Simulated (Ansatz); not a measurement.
Cost and result for the atomization energy of CH5OSb (`[CH3][SbH][OH]`) (8 atoms, 7 bonds).

The species carries charge 0 and has multiplicity 1. Correlated methods include outer-core shells of Sb, which these sets cover unevenly. Sb takes the def2 core potential. All single points use the PBE0-D4/def2-TZVP geometry. It is one conformer, not always the lowest. Program: Ansatz. All runs use 2 threads of an Arm Neoverse V2 on a shared host. Times are those of one run each, without the atoms' runs, and a repeat can differ threefold. Electronic energies, without spin–orbit coupling; frozen cores. CCSD(T)/CBS adds CCSD(T) − MP2 in def2-TZVPP to the MP2 limit, and its time is that of the two runs behind it. T1 = 0.013. With those shells the extrapolation isn't a true limit. HSE06 is the plane-wave form, built on full-range PBE exchange.

CCSD(T)/CBS is a level of theory with its own doubt, some kJ/mol a heavy atom from the limit and from the frozen cores, so smaller differences don't rank the functionals.

```json
{"level": "revPBE-D4/def2-TZVPP", "functions": "182", "wall time": "1.9 s"}
{"level": "BLYP-D4/def2-TZVPP", "functions": "182", "wall time": "1.9 s"}
{"level": "PBE-D4/def2-TZVPP (with forces)", "functions": "182", "wall time": "2.3 s"}
{"level": "BHLYP-D4/def2-TZVPP", "functions": "182", "wall time": "2.5 s"}
{"level": "PBE0-D4/def2-TZVPP", "functions": "182", "wall time": "2.6 s"}
{"level": "CAM-B3LYP-D4/def2-TZVPP", "functions": "182", "wall time": "2.7 s"}
{"level": "HSE06-D4/def2-TZVPP", "functions": "182", "wall time": "2.8 s"}
{"level": "CCSD(T)/def2-SVP", "functions": "79", "wall time": "3.5 s"}
{"level": "r2SCAN-D4/def2-TZVPP (with forces)", "functions": "182", "wall time": "4.7 s"}
{"level": "B97M-V/def2-TZVPP", "functions": "182", "wall time": "9 s"}
{"level": "MP2/def2-QZVPP", "functions": "346", "wall time": "15 s"}
{"level": "CCSD(T)/def2-TZVPP", "functions": "182", "wall time": "76 s"}
{"level": "CCSD(T)/CBS(def2)", "functions": "–", "wall time": "90 s"}
```

Question: What atomization energy does each give, and how far from CCSD(T)/CBS? (Estimate.)

Answer: Computed: 
```
                             level  atomization (kcal/mol)  difference from CCSD(T)/CBS  per bond
              revPBE-D4/def2-TZVPP                   609.3                         -9.3      -1.3
                BLYP-D4/def2-TZVPP                   619.6                          1.0       0.1
   PBE-D4/def2-TZVPP (with forces)                   624.8                          6.2       0.9
               BHLYP-D4/def2-TZVPP                   593.9                        -24.7      -3.5
                PBE0-D4/def2-TZVPP                   609.2                         -9.4      -1.3
           CAM-B3LYP-D4/def2-TZVPP                   617.7                         -0.9      -0.1
               HSE06-D4/def2-TZVPP                   609.2                         -9.4      -1.3
                  CCSD(T)/def2-SVP                   562.1                        -56.5      -8.1
r2SCAN-D4/def2-TZVPP (with forces)                   612.9                         -5.7      -0.8
                 B97M-V/def2-TZVPP                   619.6                          1.0       0.1
                    MP2/def2-QZVPP                   611.9                         -6.7      -1.0
                CCSD(T)/def2-TZVPP                   598.1                        -20.5      -2.9
                 CCSD(T)/CBS(def2)                   618.6                          0.0       0.0
```

From r2SCAN to r2SCAN0 (25 % exact exchange), in def2-TZVPP and without D4, the atomization energy moves by −13.2 kcal/mol: exact exchange takes away binding that semilocal exchange gives to molecules. At CCSD(T), def2-SVP lies −56.5 kcal/mol from the extrapolated value and def2-TZVPP −20.5 kcal/mol: correlation converges slowly with the basis, and small sets miss more of it in the bonded molecule than in its fragments. The D4 term adds +5.3 kcal/mol with B3LYP and +2.7 kcal/mol with PBE0; it sums over pairs of atoms, weighted by their polarisabilities, and B3LYP, whose exchange is more repulsive, gets the larger term.

B3LYP here is the variant with VWN-RPA as its local correlation; programs differ in this.
